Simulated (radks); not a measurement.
Values are calculated unless marked as measured or tabulated.
Ionisation ladder of terbium, from Tb XLV to Tb LXV. Each ion is in the ground configuration listed by NIST, and IE = E(next ion) - E(this ion), with E = 0 for the bare nucleus. Level of theory: Dirac Kohn-Sham, PBE, spin-unpolarised, spherical densities, point nucleus; open shells are shared between the two j in proportion to 2j + 1 (a radial shooting solver on a logarithmic mesh with Libxc functionals).

| species | configuration | IE, Delta-SCF (eV) | <r> HOMO (bohr) | IE, NIST (eV) | kind | error (eV) |
|---|---|---|---|---|---|---|
| Tb XLV | [Ar] 3d3 | 3552.5 | 0.198 | 3573 | theory | -20.5 |
| Tb XLVI | [Ar] 3d2 | 3670.5 | 0.196 | 3698 | theory | -27.5 |
| Tb XLVII | [Ar] 3d1 | 3789.9 | 0.195 | 3814 | theory | -24.1 |
| Tb XLVIII | [Ar] | 4211.0 | 0.220 | 4139 | theory | +72.0 |
| Tb XLIX | [Ne] 3s2 3p5 | 4318.2 | 0.218 | 4242 | theory | +76.2 |
| Tb L | [Ne] 3s2 3p4 | 4425.9 | 0.217 | 4355 | theory | +70.9 |
| Tb LI | [Ne] 3s2 3p3 | 4533.9 | 0.216 | 4460 | theory | +73.9 |
| Tb LII | [Ne] 3s2 3p2 | 4642.2 | 0.215 | 4760 | theory | -117.8 |
| Tb LIII | [Ne] 3s2 3p1 | 4750.5 | 0.214 | 4877 | theory | -126.5 |
| Tb LIV | [Ne] 3s2 | 5123.4 | 0.215 | 5103 | theory | +20.4 |
| Tb LV | [Ne] 3s1 | 5227.4 | 0.214 | 5217 | theory | +10.4 |
| Tb LVI | [Ne] | 11958.3 | 0.0810 | 11673 | theory | +285.3 |
| Tb LVII | [He] 2s2 2p5 | 12256.0 | 0.0804 | 11957 | theory | +299.0 |
| Tb LVIII | [He] 2s2 2p4 | 12555.6 | 0.0799 | 12272 | theory | +283.6 |
| Tb LIX | [He] 2s2 2p3 | 12856.8 | 0.0793 | 12563 | theory | +293.8 |
| Tb LX | [He] 2s2 2p2 | 13158.8 | 0.0788 | 13658 | theory | -499.2 |
| Tb LXI | [He] 2s2 2p1 | 13461.0 | 0.0783 | 14003 | theory | -542.0 |
| Tb LXII | [He] 2s2 | 14485.8 | 0.0866 | 14434 | theory | +51.8 |
| Tb LXIII | [He] 2s1 | 14735.6 | 0.0862 | 14721.0 | theory | +14.6 |
| Tb LXIV | [He] | 60028 | 0.0214 | 59741.1 | theory | +286.7 |
| Tb LXV | 1s1 | 61035 | 0.0213 | 61050 | theory | -15.2 |

Reference values: NIST Atomic Spectra Database (exp. = measured, semi-emp. = semi-empirical, theory = theoretical value adopted there). The ionisation energy per charge of the ion left behind rises most, in proportion, at Tb LXIV ([He]), from 233.90 to 937.94 eV. Spin polarisation and multiplet splitting are left out, so open shells lie too high by an amount that depends on their filling. Sharing an open shell by 2j + 1 raises it above the true ground level by a part of the spin-orbit splitting, which enters the differences from NIST. Nuclear size, the Breit interaction and QED, all absent here, shift the 1s and 2s values of heavy ions.

Beside tabulated values, note that spin-unpolarised runs miss the spin-polarisation part of the exchange energy of open shells.
